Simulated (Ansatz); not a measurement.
Consider the formal exchange of groups at the Si–C bond: `O[SiH](O)/C=C\[SiH2]Cl` + `C=C[SiH3]` → `C=C[SiH2][SiH](O)O` + `C=C[SiH2]Cl`.

Calculated with Ansatz (gas phase, PBE0-D4/def2-TZVP geometries, no zero-point term in ΔE). CBS: MP2 limit from def2 TZ/QZ plus the TZ coupled-cluster correction, frozen cores. Functionals use def2-TZVPP. Each species was taken in one conformer, which may not be the lowest.

`O[SiH](O)/C=C\[SiH2]Cl`:

Z-matrix (Å, degrees):
```
Si
O 1 1.650
C 1 1.849 2 101.5
O 1 1.638 2 113.5 3 -121.2
H 1 1.480 2 110.9 3 122.5
H 2 0.958 1 120.0 3 -159.8
C 3 1.338 1 123.6 2 7.4
H 3 1.091 1 118.4 2 -172.0
H 4 0.959 1 117.8 2 64.9
Si 7 1.876 3 128.9 1 1.5
H 7 1.091 3 118.1 1 -179.2
Cl 10 2.080 7 103.5 3 173.4
H 10 1.477 7 114.6 3 -72.9
H 10 1.478 7 114.5 3 59.9
```

`C=C[SiH3]`:

Cartesian coordinates in Å:
```
C 0.576 -0.415 1.371
C -0.196 -0.631 0.310
Si -0.329 0.562 -1.110
H 1.179 0.484 1.465
H 0.642 -1.122 2.193
H -0.776 -1.552 0.277
H 0.093 -0.083 -2.384
H 0.544 1.734 -0.839
H -1.733 1.023 -1.285
```

`C=C[SiH2][SiH](O)O`:

Cartesian coordinates in Å:
```
C 1.964 -0.999 -0.669
C 1.375 -1.381 0.462
Si -0.219 -0.660 1.113
Si -1.208 0.769 -0.464
O -2.491 1.435 0.327
O -0.154 1.901 -1.043
H 2.894 -1.446 -1.010
H 1.549 -0.222 -1.305
H 1.856 -2.165 1.045
H 0.046 0.090 2.377
H -1.164 -1.760 1.459
H -1.658 0.082 -1.703
H -3.121 1.939 -0.191
H 0.331 2.418 -0.398
```

`C=C[SiH2]Cl`:

```xyz
9

C     0.923    1.217    0.350
C    -0.163    0.697   -0.215
Si   -0.468   -1.126   -0.238
Cl   -2.207   -1.573    0.775
H     1.669    0.593    0.835
H     1.118    2.285    0.356
H    -0.883    1.366   -0.682
H    -0.644   -1.639   -1.618
H     0.655   -1.818    0.438
```

| level | ΔE (kJ/mol) |
| --- | --- |
| r2SCAN-D4 | 16.7 |
| PBE | 4.6 |
| PBE0 | 9.1 |
| SCS-MP2/def2-QZVPP | 23.1 |

Q: What does CCSD(T)/CBS give? (Best estimate.)

A: Ansatz gave: +18.7 kJ/mol. The listed levels differ from it by -2.0, -14.1, -9.6, 4.4 kJ/mol.

Largest T1 diagnostic among the species: 0.013.

The D4 term adds +4.3 kJ/mol with B3LYP and +2.0 kJ/mol with PBE0; it sums over pairs of atoms, weighted by their polarisabilities, and B3LYP, whose exchange is more repulsive, gets the larger term. From PBE to PBE0 (25 % exact exchange), in def2-TZVPP and without D4, ΔE moves by +4.4 kJ/mol.

B3LYP here is the variant with VWN-RPA as its local correlation; programs differ in this.
